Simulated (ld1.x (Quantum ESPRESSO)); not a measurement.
**What one change does to a pseudopotential (gallium, TM semilocal)**

```json
{
  "Element": "gallium (Ga)",
  "Generator": "ld1.x (Quantum ESPRESSO) 7.5",
  "Type": "norm-conserving Troullier–Martins (semilocal form)",
  "Functional": "PBEsol",
  "Relativity": "scalar-relativistic",
  "Frozen core": "[Ar] 3d10",
  "Valence charge": "3",
  "Reference configuration": "4s1.75 4p1.25",
  "Partial waves": "4s (bound): rc 1.90 bohr; 4p (bound): rc 1.85 bohr",
  "Local potential": "the p channel",
  "Core correction": "none"
}
```

Change: wave 4s (bound): rc 1.90 bohr becomes 4s (bound): rc 1.38 bohr.

Cutoffs: the cutoffs (Ry, on a coarse ladder) from which the occupation-weighted sum of valence levels, in a spherical-Bessel basis at the reference potential, stays within 10 and 1 mRy of its value at 400 Ry; they do not see the model core or the augmentation charge, which bear on the density cutoff. Errors are all-electron minus pseudo energies relative to the spin-unpolarised reference configuration.

Problem. Predict the effect on cutoff, ghosts and configuration errors.

Solution. The potential gets harder (15 Ry and 35 Ry → 40 Ry and 90 Ry); of the 7 tests that both files solve, the error grows in 3 and shrinks in 0 by more than 15 % and 0.3 meV (median size 1.1 → 1.5 meV); neither file shows a bound ghost. A smaller radius makes the pseudo-wave follow the all-electron one further in, where it bends more sharply, so more plane waves are needed. That the errors move this way runs against the usual rule that smaller radii transfer better. A semilocal file is local in each channel, so a ghost entry of none says nothing of the separable form that plane-wave codes build from it.

| quantity | base | changed |
| --- | --- | --- |
| cutoff, loose | 15 Ry | 40 Ry |
| cutoff, tight | 35 Ry | 90 Ry |
| loose cutoff by channel (10 mRy a level) | s 12 Ry, p 6 Ry | s 35 Ry, p 6 Ry |
| bound ghosts | none | none |
| error for 4s2 4p1, meV [ΔE -1.61 eV] | +0.8 | +0.8 |
| error for 4s2 4p0, meV [ΔE 4.07 eV] | +0.2 | +1.1 |
| error for 4s1 4p0, meV [ΔE 25.21 eV] | -1.1 | +1.8 |
| error for 4s2 4p0.5, meV [ΔE 0.42 eV] | +1.4 | +1.5 |
| error for 4s1 4p2, meV [ΔE 4.94 eV] | +7.0 | +6.9 |
| error for 4s0 4p3, meV [ΔE 11.78 eV] | +48 | +59 |
| error for 4s2 4p1.3, meV [ΔE -2.14 eV] | +0.3 | +0.2 |
